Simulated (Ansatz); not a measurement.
The same path of AlCl$_{2}$H$_{3}$O (7 atoms, charge 0, multiplicity 1) was run 3 times with different band settings. Lost on the way: Al1–Cl2, O5–H7. Made: Cl2–H7.

All numbers below come from RHF/6-31G* (Ansatz).

Relaxed end points:

```xyz
7
Properties=species:S:1:pos:R:3
Al 0.065 -0.058 0.171
Cl 0.010 0.703 2.169
Cl 1.848 0.376 -0.899
H -1.281 -0.148 -0.636
O 0.297 -1.972 0.666
H -0.330 -2.615 0.348
H 0.526 -2.168 1.572
```

```xyz
7
Properties=species:S:1:pos:R:3
Al -0.026 -0.532 -0.884
Cl 1.031 -1.004 3.615
Cl 1.437 0.957 -0.975
H -0.914 -0.896 -2.120
O -0.197 -1.326 0.610
H -0.826 -2.022 0.740
H 0.629 -1.059 2.405
```

Common settings: spring 5.0 eV/Å²; optimiser quadratic models (default); start path through a guess of the saddle point; iteration limit 60; end points relaxed.

| run | movable images | climbing image | force threshold |
| --- | --- | --- | --- |
| 1 | 5 | yes | 0.03 eV/Å |
| 2 | 2 | no | 0.03 eV/Å |
| 3 | 5 | yes | 0.2 eV/Å |

(1) What does each run give, and how far can it be trusted?

## Answers

(1) Run 1: converged after 25 iterations, highest image 1.724 eV above the first end. Neighbouring images differ by up to 1.5 eV, so the band resolves the path poorly. A vibrational analysis at the climbing image gives one clearly imaginary mode, 1207i cm⁻¹: a first-order saddle point.
Run 2: converged after 9 iterations, highest image 1.707 eV above the first end. Neighbouring images differ by up to 1.7 eV, so the band resolves the path poorly. No image climbed, so the highest image needn't sit at the top of the path. So few images can step over the top or miss a turn of the path.
Run 3: converged after 21 iterations, highest image 1.734 eV above the first end. The threshold of 0.2 eV/Å is loose, so the images may lie well off the minimum-energy path. Neighbouring images differ by up to 1.5 eV, so the band resolves the path poorly. The order of the point at the top wasn't checked.
The orbitals stay closed-shell, which can raise the energy where a bond breaks towards radicals; this wasn't checked here.
